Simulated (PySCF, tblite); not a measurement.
Isomers of C5H6ClF3Si, one GFN2-xTB conformer each. Single-point energies are computed at PBE0/pcSseg-1 (PySCF, gas phase, no added dispersion term), electronic only.

Question: Rank them by PBE0/pcSseg-1 energy, lowest first (kcal/mol).
A. `[F:1][C:2]([F:3])=[C:4]([F:5])[SiH2:6][CH2:7]/[CH:8]=[CH:9]/[Cl:10]` with C2–C4–Si6–C7 -43°, C4–Si6–C7–C8 -57°, Si6–C7–C8–C9 108°
B. `FC(F)(F)[C@@H]1C(Cl)=C[C@H]1[SiH3]`

Answer: B (0.0), A (16.5).

As drawn, the lower has a four-membered ring, which the higher lacks. GFN2-xTB itself gives, in the same order: 0.0, 21.5. Both levels put the same isomer lowest.

Q: Which frontier levels, dipoles and rotational constants go with these structures?

A: 
```tsv
SMILES	HOMO (eV, PBE0/pcSseg-1)	LUMO (eV)	dipole (D)	A, B, C (MHz)
FC(F)(F)[C@@H]1C(Cl)=C[C@H]1[SiH3]	-7.45	-0.51	2.69	1043, 841.8, 540.1
FC(F)=C(F)[SiH2]C/C=C/Cl	-7.20	-0.49	2.97	1093, 578.7, 477.1
```

Q: What happens when harmonic zero-point energies from GFN2-xTB frequencies are added?

A: 
```
                            SMILES  ZPE (kcal/mol)  electronic (kcal/mol)  with ZPE (kcal/mol)
FC(F)(F)[C@@H]1C(Cl)=C[C@H]1[SiH3]            58.8                    0.0                  0.0
          FC(F)=C(F)[SiH2]C/C=C/Cl            59.3                   16.5                 17.0
```

The zero-point energies span 0.5 kcal/mol. The order is unchanged.
